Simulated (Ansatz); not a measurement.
Reactions of C$_{2}$HF$_{2}$In, SMILES `C#[C][In]([F])[F]`.

Computed with Ansatz on PBE0-D4/def2-TZVP structures; ΔE is electronic, products minus reactants. CCSD(T)/CBS adds triple-zeta CCSD(T) − MP2 to the extrapolated MP2 energy (def2 sets, frozen cores). This one scheme is used for every species. Functionals use def2-TZVPP. def2 core potentials past Kr. For In outer-core shells are correlated without core-valence functions, which leaves a few kJ/mol of doubt a bond. One conformer a species, not always the lowest.

```json
{"reaction": "`C#[C][In]([F])[F]` + `COC(=O)O` → `C#COC(=O)OC` + `[F][InH][F]`", "MP2/CBS(def2) (kcal/mol)": "35.4", "PBE0-D4 (kcal/mol)": "29.0", "CCSD(T)/CBS(def2) (kcal/mol)": "34.2"}
{"reaction": "`C#[C][In]([F])[F]` + H–F → `[F][In]([F])[F]` + `C#C`", "MP2/CBS(def2) (kcal/mol)": "0.2", "PBE0-D4 (kcal/mol)": "-1.1", "CCSD(T)/CBS(def2) (kcal/mol)": "-0.8"}
{"reaction": "`C#[C][In]([F])[F]` + H₂ → `[F][InH][F]` + `C#C`", "MP2/CBS(def2) (kcal/mol)": "0.9", "PBE0-D4 (kcal/mol)": "-3.1", "CCSD(T)/CBS(def2) (kcal/mol)": "-0.9"}
{"reaction": "`C#[C][In]([F])[F]` + `O[SiH2]F` → `C#CO[SiH2]F` + `[F][InH][F]`", "MP2/CBS(def2) (kcal/mol)": "31.0", "PBE0-D4 (kcal/mol)": "23.5", "CCSD(T)/CBS(def2) (kcal/mol)": "29.6"}
{"reaction": "`C#[C][In]([F])[F]` + CH₃OH → `O[CH2][In]([F])[F]` + `C#C`", "MP2/CBS(def2) (kcal/mol)": "9.8", "PBE0-D4 (kcal/mol)": "8.0", "CCSD(T)/CBS(def2) (kcal/mol)": "10.0"}
```

Largest T1 diagnostic: 0.018, for `[F][In]([F])[F]`.
